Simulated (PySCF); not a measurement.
**Unknown compound**

An unknown has the formula C8H24N4Si. Its calculated NMR data are:

$^{1}$H NMR (300 MHz, computed): δ 2.40 (s, 24H).

$^{13}$C{$^{1}$H} NMR (computed): δ 38.4 (CH3, 8C).

PySCF 2.14.0 with density-fitted response routines calculation with PBE0-D3(BJ)/def2-SVP structure and NMR shieldings at PBE0/pcSseg-1/GIAO; relativity neglected, equivalent nuclei averaged, no solvent model, a single conformation.

References, each an isolated molecule treated in the same way: $^{1}$H (σref 31.27), $^{13}$C (σref 184.41) against TMS.

What is the structure?

Results:


The formula gives 0 degrees of unsaturation. 1 carbon signal for 8 carbons: some carbons are equivalent by symmetry or fast rotation. Carbon types of the structure: 8 × CH3, which accounts for all hydrogens. δC 38.4: methyl carbon bonded to N; the inductive effect lowers its shielding. δH 2.40: hydrogen on a methyl carbon bonded to N; its carbon carries N, hence the downfield position.

The compound is tetrakis(dimethylamino)silane (SMILES CN(C)[Si](N(C)C)(N(C)C)N(C)C).

The shifts were computed for this structure.

Shifts are as computed. Against solution values, carbons near 30 ppm lie about +2 ppm off and those near 130 ppm about +5 ppm. Of 1313 compounds with measured shifts, 239 miss one by over three times the rms of a fit or turn the order of signals round; such compounds aren't used in these exercises.
